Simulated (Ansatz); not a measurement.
C2H4SZn (`[CH3][Zn][CH]=S`) at its PBE0-D4/def2-TZVP geometry, where that method's forces vanish. The species carries charge 0 and has multiplicity 1.

```tsv
atom	x (Å)	y (Å)	z (Å)
C1	1.5317	0.1555	-0.7493
Zn2	-0.1343	-0.1876	0.1689
C3	-1.8749	-0.3633	1.0202
S4	-2.8597	0.8862	0.7053
H5	1.5878	-0.4184	-1.6772
H6	2.3848	-0.1230	-0.1264
H7	1.6232	1.2148	-0.9993
H8	-2.2585	-1.1642	1.6578
```

Task: For each bond, give half the difference of the two atoms' forces along it (eV/Å; positive pushes the atoms apart) under PBE-D4, r2SCAN-D4, B3LYP-D4, ωB97M-V in def2-TZVPP. (An estimate is asked.)

Result: The calculation gave: 
```csv
bond,length (Å),PBE-D4,r2SCAN-D4,B3LYP-D4,ωB97M-V
C1–Zn2,1.933,-0.04,-0.04,0.13,0.03
C1–H5,1.093,0.13,0.02,-0.06,-0.05
C1–H6,1.092,0.13,0.02,-0.06,-0.05
C1–H7,1.092,0.11,0.00,-0.07,-0.04
Zn2–C3,1.946,-0.17,-0.13,0.03,0.02
C3–S4,1.622,0.47,0.27,0.23,-0.04
C3–H8,1.093,0.11,-0.01,-0.16,-0.10
```

B3LYP here is the variant with VWN-RPA as its local correlation; programs differ in this.

Results of the Gaussian-basis code of Ansatz.
